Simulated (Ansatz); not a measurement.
Born–Oppenheimer molecular dynamics of AlClH4OSi (8 atoms, charge 0, multiplicity 1). It goes on from the last frame of an earlier run, with new velocities.

Level of theory: Ansatz, RKS PBE-D4/6-31G.

```json
{"ensemble": "NVE (velocity Verlet)", "time step": "0.5 fs", "steps asked": "250", "starting velocities drawn for": "300 K", "seed": "104934"}
```

First frame:

```xyz
8
Properties=species:S:1:pos:R:3
Al 0.206 0.152 0.117
H 0.672 0.646 1.615
Cl 1.597 0.041 -1.540
O -1.399 -0.444 -0.004
Si -2.725 -1.268 -0.746
H -2.529 -2.738 -0.605
H -3.811 -0.769 0.141
H -2.987 -0.937 -2.175
```

What does the run give?

The run went to its last step.

| Property | Result |
| --- | --- |
| steps done | 250 |
| time covered | 125 fs |
| mean temperature over the second half | 256 K |
| spread of the potential energy over the second half | 6.7 meV per atom |
| mean potential energy of the second half above the start | 4.3 meV per atom |

The conserved energy stayed within 0.05 meV per atom of its start (net change -0.041 meV per atom), so the integration is sound. A run of 0.12 ps of so small a system gives no equilibrium averages. Limits of this set-up: no polarisation functions.

What happens to the structure?

The same pairs are bonded in the first frame and the last. Pairs count as bonded within 1.25 times the sum of covalent radii (0.12 Å more for H–H). This is one draw of velocities; another would differ in detail.

How do temperature and energy run in time?


```tsv
time (fs)	T (K)	potential energy less start (eV)	conserved less start (meV/atom)
0	300	0.000	0.00
6	256	0.035	0.03
12	287	0.010	0.00
18	267	0.026	-0.02
24	136	0.127	0.04
30	181	0.092	0.01
36	322	-0.017	-0.04
42	253	0.037	0.02
48	203	0.075	0.03
54	263	0.028	-0.02
60	317	-0.013	0.00
66	314	-0.010	0.01
72	276	0.019	-0.02
78	189	0.086	0.00
84	241	0.046	0.01
90	389	-0.069	-0.04
96	299	0.001	-0.01
102	133	0.130	0.03
108	205	0.074	-0.04
114	270	0.023	-0.03
120	223	0.060	0.03
```

Run time: 8.3 min on 1 thread of Arm Neoverse V2, with other jobs on the host, peak memory 0.1 GiB.
